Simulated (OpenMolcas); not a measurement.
Ag5+: moving or changing the point charges

Ag5+ among 4 point charges of -2.5 e arranged as a tetrahedron (Td), 2.03 Å from the ion.

```
Program             : OpenMolcas
Method              : SS-CASPT2, IPEA 0.25 Eh, imaginary shift 0.1 Eh (closed shells correlated: 4s 4p)
Basis               : ANO-RCC-VDZP [6s5p3d1f]
Scalar Hamiltonian  : DKH2, point nucleus
Active space        : 6 electrons in 5 orbitals (4d)
State averaging     : 2S+1 = 5 even, 5 roots; 2S+1 = 3 even, 45 roots; 2S+1 = 1 even, 50 roots
Spin-orbit coupling : RASSI with atomic mean-field integrals over the reference wave functions
```

Runs around this geometry, states (labels of Td). Energies in cm-1 above the lowest state or level, χT in cm3 K/mol.

```csv
R (Å),q (e),Ground state,First state of that spin,First gap with spin-orbit (degeneracies),χT at 300 K,First state of another spin
2.03,-2,5E,5T2 1820,"130 (1, 3)",5.133,3T1 21810
1.84,-2.5,5E,5T2 3420,"180 (1, 3)",4.624,3T1 20980
2.03,-2.5,5E,5T2 2220,"140 (1, 3)",4.995,3T1 21640
2.14,-2.5,5E,5T2 1740,"120 (1, 3)",5.159,3T1 21830
```

Taking the first state of the same spin as R^-n, n = -ln(1740 / 3420) / ln(2.14 / 1.84) = 4.5 between the shortest and longest distance.

Scaling the charges by -2 / -2.5 = 0.80 scales the first state of the same spin by 1820 / 2220 = 0.82; with fixed orbitals a first-order splitting would follow the charge.

Roots that are degenerate in the reference are averaged as groups; the widest CASPT2 spread within a group is 150 cm-1 (the 3-fold group of multiplicity 3 near 56800 cm-1 above the lowest state of its run, R = 2.03, q = -2.5). Shifts and gaps below about the spread of the groups concerned are not significant. An orbital doublet at a regular site is open to a Jahn-Teller distortion, which this geometry leaves out. Point charges give a weaker field than real ligands, and real ions of this kind are as a rule low spin; the high spin found here belongs to the model. The ground term spreads over less than 5000 cm-1, several times less than with real ligands, so orbital moments are less quenched and χT lies further from the spin-only value than at real sites. Free-ion shares, where given, are those of the reference states; single-state CASPT2 does not remix them. This is an electrostatic model: the charges have no orbitals. No measured value stands beside these numbers.
